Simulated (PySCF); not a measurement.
Si(F)(Br)(OH)(NH2) (BrFH₃NOSi), SMILES N[Si](O)(F)Br.

Geometry optimised at PBE0-D3(BJ)/def2-SVP. This is a generated structure with no PubChem entry under its InChIKey; it may be hypothetical. One conformer was computed; it need not be the lowest.

Two levels are set side by side: TDA-PBE/def2-SVPD (PySCF) and TDA-LC-ωPBE/def2-SVPD (PySCF). Vertical, same geometry. The lowest singlet is HOMO→LUMO 99 % with PBE and HOMO→LUMO 72 % with the other functional; states are paired by order. Differences are taken from unrounded values.

| quantity | TDA-PBE |
|---|---|
| lowest singlet excitation (eV) | 5.85 |
| lowest triplet excitation (TDA) (eV) | 5.61 |
| first bright state (f over 0.05) (eV) | 6.74 |
| its oscillator strength | 0.05 |

### Question
These are the TDA-PBE values. What does TDA-LC-ωPBE give? (Estimate from the structure and the level; the computed values follow.)

### Answer

```json
[
 {"quantity": "lowest singlet excitation (eV)", "TDA-LC-ωPBE": "7.57", "TDA-PBE minus TDA-LC-ωPBE": "-1.72"},
 {"quantity": "lowest triplet excitation (TDA) (eV)", "TDA-LC-ωPBE": "7.04", "TDA-PBE minus TDA-LC-ωPBE": "-1.43"},
 {"quantity": "first bright state (f over 0.05) (eV)", "TDA-LC-ωPBE": "7.57", "TDA-PBE minus TDA-LC-ωPBE": "-0.83"},
 {"quantity": "its oscillator strength", "TDA-LC-ωPBE": "0.08", "TDA-PBE minus TDA-LC-ωPBE": "-0.03"}
]
```

A lower first singlet is the usual sign of a functional without exact exchange. Differences between two approximate levels are no errors against the true value.

Rough cost on one machine, each run with all the roots and properties that it gave: TDA-LC-ωPBE against TDA-PBE about 3 times.
